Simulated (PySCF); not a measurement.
## Potassium: highly charged ions in a basis for the neutral atom

K⁵⁺ [Ne] 3s2 3p2, K⁶⁺ [Ne] 3s2 3p1. Calculation: PySCF 2.14, in Sapporo-DKH3-DZP-2012 (6s5p1d, 26 functions); the spin-free X2C one-electron Hamiltonian (Gaussian nucleus). No spin-orbit coupling, so a gap to NIST mixes the basis error with missing relativistic terms.

Changed run: basis of the neutral atom used for a highly charged ion. This setting is unsound on purpose.

| species | method | sound run (hartree) | changed run (hartree) | converged |
| --- | --- | --- | --- | --- |
| K⁵⁺ | UHF | not run | -593.37099 | yes |
| K⁵⁺ | PBE0 | not run | -593.78743 | yes |
| K⁵⁺ | MN15 | not run | -594.10043 | yes |
| K⁶⁺ | UHF | not run | -589.74128 | yes |
| K⁶⁺ | PBE0 | not run | -590.12497 | yes |
| K⁶⁺ | MN15 | not run | -590.42118 | yes |

Ionisation energy of K⁵⁺:

```tsv
method	changed run (eV)	NIST (eV)
UHF	98.769	99.44 ± 0.2
PBE0	99.661	99.44 ± 0.2
MN15	100.12	99.44 ± 0.2
```

The contracted functions were made for the neutral atom and can be too rigid for a highly charged ion.
